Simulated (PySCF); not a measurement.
Static response to an electric field

Compound: C₃H₁₂GeSi.
Geometry (PBE0-D3(BJ)/def2-SVP, Å), atoms numbered from 1 in this order:
```
atom  x, y, z in Å
C1     2.7460    0.5203   -0.3142
C2     1.3207    0.3173    0.1772
C3     0.6198   -0.8714   -0.4783
Si4   -1.1400   -1.1851    0.1383
Ge5   -2.5504    0.6923   -0.2747
H6     2.7702    0.6965   -1.4017
H7     3.2244    1.3828    0.1748
H8     3.3671   -0.3668   -0.1106
H9     0.7368    1.2370   -0.0062
H10    1.3242    0.1859    1.2736
H11    1.2020   -1.7967   -0.3180
H12    0.5730   -0.7307   -1.5731
H13   -1.7266   -2.3797   -0.5484
H14   -1.1338   -1.4590    1.6117
H15   -2.1404    1.9106    0.5774
H16   -2.4742    1.1123   -1.7578
H17   -4.0207    0.3626    0.0503
```

Level: B3LYP/def2-SVPD (PySCF), static field, nuclei fixed, core orbitals frozen in the response. The polarisability tensor in these axes (au):

```
x   118.65  -3.98  -0.07
y    -3.98 101.27  -1.90
z    -0.07  -1.90  88.47
```

Question: Give the principal values, the mean and the anisotropy Δα = √{½[(α1 − α2)² + (α2 − α3)² + (α1 − α3)²]}.

Answer: Principal values 88.18, 100.69 and 119.52 au; mean 102.80 au = 15.23 Å³ = 16.95 × 10⁻⁴⁰ C²·m²/J; Δα = 27.33 au (27 % of the mean).

Question: What is the dipole moment, and where does it point?

Answer: (1.09, -0.15, -0.13) D, 1.11 D in size, pointing from the negative to the positive side. Measured along this direction, the outermost atoms are H17 at the negative end and H8 at the positive end.

Question: In a dilute gas of rigid molecules at 273 K, how does the orientational term μ²/3kT compare with the electronic polarisability?

Answer: In Gaussian units μ²/3kT = 10.89 Å³ against 15.23 Å³, a ratio of 0.71; the Debye molar polarisation (4π/3)N_A(α + μ²/3kT) is 65.9 cm³/mol, leaving out the vibrational part.

Question: Sum over states: ᾱ = Σ f/ω², ω in Eh. What share falls to these 10 lowest TDDFT singlets (eV, f)? 6.85, 0.0471; 6.97, 0.1316; 7.29, 0.0184; 7.44, 0.0512; 7.56, 0.1761; 7.65, 0.0302; 7.77, 0.1010; 7.92, 0.0002; 7.96, 0.0003; 8.05, 0.0136.

Answer: They add up to 7.76 au, 7.5 % of the 102.80 au; the largest single term is 2.28 au, from the state at 7.56 eV. Terms in order: 0.74, 2.01, 0.26, 0.68, 2.28, 0.38, 1.24, 0.00, 0.00, 0.16 au. Higher excitations give the rest. The strengths listed sum to 0.570.

Question: Rayleigh depolarisation ratio (linearly polarised light, static tensor)?

Answer: ρ = 3Δα²/(45ᾱ² + 4Δα²) = 2240.0/(475526 + 2986.7) = 0.00468.

Question: Find the Langevin capture rate constant for NH4+ (18.034 u) meeting this molecule (149.992 u), k = 2.342 × 10⁻⁹ cm³/s × √(α in Å³ / reduced mass in u).

Answer: The reduced mass is 16.10 u, so k = 2.28 × 10⁻⁹ cm³/s. The formula leaves out the permanent dipole, which adds to the capture rate.

The structure is a single PBE0-D3(BJ)/def2-SVP conformer in the gas phase; no vibrational or solvent corrections. The calculation is non-relativistic, for germanium too.
